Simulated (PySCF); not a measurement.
This script is equivalent to a calculation on N³⁺ (nitrogen, charge +3).

```python
from pyscf import gto, scf, dft, mp, cc
import basis_set_exchange as bse
mol = gto.M(atom="N 0 0 0", charge=3, spin=0, symmetry="D2h",
            basis=gto.basis.parse(bse.get_basis("aug-cc-pVDZ", elements=["N"], fmt="nwchem", header=False)))
mf = dft.UKS(mol, xc="R2SCAN")
mf.irrep_nelec = {'Ag': (2, 2)}
mf.kernel()
```

(1) What total energy does it give?

(2) Which occupied shell lies highest, and where?

## Answers

(1) -51.145 hartree (calculated).

(2) 2s, at -68.528 eV.
